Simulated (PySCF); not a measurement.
ZnCl, SMILES [Zn+][Cl], charge +1.

Geometry optimised at B3LYP-D3(BJ)/def2-TZVP. The multiplicity is an assumed one; other spin states were not compared.

Two levels are set side by side: TDA-PBE/def2-TZVPD (PySCF) and TDA-B3LYP/def2-TZVPD (PySCF). Vertical, same geometry. The lowest singlet is HOMO→LUMO 100 % with PBE and HOMO−1→LUMO 100 % with the other functional; states are paired by order. Differences are taken from unrounded values.

| quantity | TDA-B3LYP | TDA-PBE | TDA-PBE minus TDA-B3LYP |
|---|---|---|---|
| lowest singlet excitation (eV) | 2.13 | 1.90 | -0.23 |
| lowest triplet excitation (TDA) (eV) | 1.74 | 1.50 | -0.24 |
| first bright state (f over 0.05) (eV) | 5.25 | 5.19 | -0.06 |
| its oscillator strength | 0.18 | 0.14 | -0.03 |

A lower first singlet is the usual sign of a functional without exact exchange. Differences between two approximate levels are no errors against the true value.
